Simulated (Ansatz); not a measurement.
```xyz
8

C     0.5289    1.3516    0.1481
Se   -0.5283   -0.0424    1.0135
P    -0.3682   -1.5623   -0.6414
H     0.0511    1.6703   -0.7755
H     1.5386    0.9957   -0.0434
H     0.5610    2.1844    0.8504
H    -0.0414   -2.6847    0.1633
H    -1.7417   -1.9125   -0.7150
```

Total charge 0; spin multiplicity 1.

(1) List the r2SCAN/def2-TZVPP orbital energies in eV (the Gaussian-basis code of Ansatz). (An estimate is asked.)

Answers

(1) Computed: Occupied: -12334.09, -2088.94, -1574.73, -1411.98, -1411.95, -1411.88, -273.79, -210.84, -176.33, -154.32, -154.23, -153.99, -125.84, -125.79, -125.70, -54.69, -54.68, -54.49, -54.43, -54.39, -19.83, -17.32, -15.01, -11.04, -10.88, -9.99, -9.13, -8.63, -6.59, -5.64. Lowest empty: -1.16, -0.02, 0.01, 0.74, 2.30, 2.76, 3.17, 4.56.
